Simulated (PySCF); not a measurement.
Compound: C5H4F2O.
Z-matrix (Å and degrees, PBE0-D3(BJ)/def2-SVP geometry), rows numbered from 1:
```
C 
C   1  1.3339
F   2  1.3319  1  120.78
C   2  1.4627  1  124.46  3   179.90
F   4  1.3302  2  111.56  1     0.45
C   4  1.3471  2  130.33  1  -179.61
C   6  1.4695  4  128.81  2    -0.14
O   7  1.2087  6  121.25  4  -179.06
H   1  1.0883  2  119.97  3  -179.88
H   1  1.0905  2  120.03  3     0.15
H   6  1.0939  4  116.27  2  -179.94
H   7  1.1111  6  117.43  4     1.04
```

Theory: PBE0-D3(BJ)/def2-SVP geometry optimisation, gas phase (PySCF).

Masses are those of the commonest isotopes; rigid-rotor values at the optimised geometry. The values belong to one conformer with, in the numbering `[CH2:1]=[C:2]([F:3])/[C:4]([F:5])=[CH:6]\[CH:7]=[O:8]`, C1–C2–C4–F5 0°, C4–C6–C7–O8 -179°.

(1) What are A, B and C (MHz)?

(2) Classify the top.

(3) What does the inertial defect say?

(4) Give the coordinates in the principal-axis frame, origin at the centre of mass.

(5) List the rotational levels J(Ka,Kc) to J = 4 (K).

(6) Predict some low-J microwave lines.

(7) Estimate the classical rotational partition function at 10 K, 100 K and 200 K.

Results:

(1) Ia = 141.11, Ib = 369.46, Ic = 510.57 u·Å²; 505379 MHz·u·Å²/I gives A = 3581, B = 1368, C = 989.8 MHz.

(2) An asymmetric top. Ray's parameter κ = (2B − A − C)/(A − C) = -0.708; −1 is the prolate and +1 the oblate limit.

(3) Planar: Δ = Ic − Ia − Ib = -0.01 u·Å². For a rigid frame Δ = −2 Σ m c², so it vanishes when all atoms lie in the ab plane; here none is more than 0.02 Å from it.

(4) The sense of each axis is arbitrary; atoms in the order of the calculation.
| atom | mass (u) | a (Å) | b (Å) | c (Å) |
| --- | --- | --- | --- | --- |
| C1 | 12.000 | -2.580 | 0.463 | 0.003 |
| C2 | 12.000 | -1.247 | 0.518 | -0.001 |
| F3 | 18.998 | -0.614 | 1.690 | -0.003 |
| C4 | 12.000 | -0.371 | -0.653 | 0.001 |
| F5 | 18.998 | -1.068 | -1.785 | -0.004 |
| C6 | 12.000 | 0.974 | -0.735 | 0.006 |
| C7 | 12.000 | 1.963 | 0.352 | 0.007 |
| O8 | 15.995 | 3.149 | 0.120 | -0.006 |
| H9 | 1.008 | -3.084 | -0.501 | 0.007 |
| H10 | 1.008 | -3.165 | 1.384 | 0.000 |
| H11 | 1.008 | 1.397 | -1.743 | 0.005 |
| H12 | 1.008 | 1.578 | 1.394 | 0.022 |

(5) Above 0(0,0), as E/k:
J = 1: 1(0,1) 0.113, 1(1,1) 0.219, 1(1,0) 0.238
J = 2: 2(0,2) 0.337, 2(1,2) 0.428, 2(1,1) 0.482, 2(2,1) 0.801, 2(2,0) 0.803
J = 3: 3(0,3) 0.668, 3(1,3) 0.739, 3(1,2) 0.847, 3(2,2) 1.140, 3(2,1) 1.151, 3(3,1) 1.718, 3(3,0) 1.718
J = 4: 4(0,4) 1.101, 4(1,4) 1.151, 4(1,3) 1.331, 4(2,3) 1.591, 4(2,2) 1.621, 4(3,2) 2.174, 4(3,1) 2.175, 4(4,1) 2.978, 4(4,0) 2.978
Those of J = 1 are B + C, A + C and A + B.

(6) The dipole components are |μa| = 3.70 D, |μb| = 0.08 D, |μc| = 0.00 D; the mirror of this Cs structure is the ab plane, so μc vanishes by symmetry (the 0.03 D computed is a residue) and there are no c-type lines. The squared components, which scale the intensities, stand as 1.00 : 0.00 (a : b). Some lines, for components of 0.1 D or more:

```tsv
type	branch	J(Ka,Kc)	MHz	lower level (cm⁻¹)
a	Q	4(2,2) ← 4(2,3)	629	1.106
a	Q	2(1,1) ← 2(1,2)	1134	0.297
a	Q	3(1,2) ← 3(1,3)	2265	0.513
a	Q	4(1,3) ← 4(1,4)	3758	0.800
a	R	2(1,2) ← 1(1,1)	4337	0.152
a	R	3(1,3) ← 2(1,2)	6480	0.297
a	R	3(0,3) ← 2(0,2)	6899	0.234
a	R	3(2,1) ← 2(2,0)	7247	0.558
a	R	3(1,2) ← 2(1,1)	7611	0.335
a	R	4(0,4) ← 3(0,3)	9019	0.465
a	R	4(3,2) ← 3(3,1)	9511	1.194
a	R	4(2,2) ← 3(2,1)	9808	0.800
```

(7) Point group Cs, symmetry number σ = 1; q = (√π/σ)·√((kT/h)³/(ABC)), k/h = 20836.6 MHz/K: 2420 at 10 K, 76600 at 100 K, 217000 at 200 K.

No PBE0-D3(BJ)/def2-SVP frequencies stand behind this structure, so it isn't proved a minimum. Zero-point vibration and centrifugal distortion are left out.
